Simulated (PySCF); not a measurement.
SZn, singlet, at a GFN2-xTB geometry (such geometries of metal compounds can be far from the true shape), with bond 1-2 at 1.8 times its length; PBE/def2-SV(P) (PySCF).

Here is a job for PySCF.
```python
from pyscf import gto, scf, dft

mol = gto.M(
    atom='''
Zn    0.00000000    0.00000000   -2.36010377
S     0.00000000    0.00000000    1.34096805
''',
    basis='def2-sv(p)',
    verbose=3,
)

mf = dft.RKS(mol)
mf.xc = 'pbe'
mf.kernel()
mo_i, mo_e, stable_i, stable_e = mf.stability(internal=True, external=True, return_status=True, nroots=6, tol=1e-6)
print('internally stable:', stable_i, ' externally stable:', stable_e)
if not stable_e:
    umf = mf.to_uhf() if not hasattr(mf, 'xc') else mf.to_uks()
    umf.scf_summary = {}
    umf.kernel(umf.make_rdm1(mo_e, umf.mo_occ))
```

Q: Predict the main parts of the log of this PySCF run.

A: 
```
SCF not converged.
SCF energy = -2176.34908527596
<class 'pyscf.dft.rks.RKS'> wavefunction has an internal instability
<class 'pyscf.dft.rks.RKS'> wavefunction has an real -> complex instability
<class 'pyscf.dft.rks.RKS'> wavefunction has an RHF/RKS -> UHF/UKS instability
internally stable: False  externally stable: False

converged SCF energy = -2176.64980287916  <S^2> = 1.0054168  2S+1 = 2.2409076
```

The run did not converge; its last values are not results.
